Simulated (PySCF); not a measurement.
**Spin states of LiBr**

Unrestricted PBE0; PySCF, scalar-relativistic core potentials, basis sets Li cc-pVDZ, Br cc-pVDZ-PP with ECP10. Outer shells of the fragments: Li 2s1; Br 3d10 4s2 4p5.

Followed along the bond (rough minima from three points):

```tsv
2Ms+1	unpaired	⟨S²⟩ at the start	R at minimum (Å)	Te (eV)
1	none	0.00	2.21	0.00
3	σ ↑, π ↑	2.00	none in the scan	≤ 4.21
```

Solutions found at the starting distance of 2.400 Å, counted from the lowest of them; the search is not exhaustive and high or unbound solutions are not listed, so other states can lie among these:

| 2Ms+1 | unpaired | term | E (eV) | ⟨S²⟩ | ⟨Lz²⟩ | μ (D) |
| --- | --- | --- | --- | --- | --- | --- |
| 1 | none | ¹Σ⁺ | 0.00 | 0.00 | 0.00 | -7.87 |
| 3 | σ ↑, π ↑ | ³Π | 4.22 | 2.00 | 1.00 | 3.54 |
| 1 | σ ↑, π ↓ | mixed | 4.25 | 1.00 | 1.00 | 3.73 |
| 3 | σ ↑↑ | ³Σ⁺ | 4.77 | 2.00 | 0.00 | 3.52 |
| 3 | π ↑↑ | mixed | 5.46 | 2.00 | 2.00 | 1.29 |
| 3 | π ↑↑ | mixed | 5.59 | 2.00 | 2.00 | 1.45 |

A term symbol is given only where ⟨S²⟩ and ⟨Lz²⟩ are close to those of a pure state; real π, δ and φ orbitals otherwise mix terms. A positive dipole means Li(−)Br(+).

The measured ground state is X ¹Σ+ (Huber and Herzberg, Constants of Diatomic Molecules (1979)).

Counting both spins, an empty level lies below a filled one in some of these solutions, because spin and occupation are held.
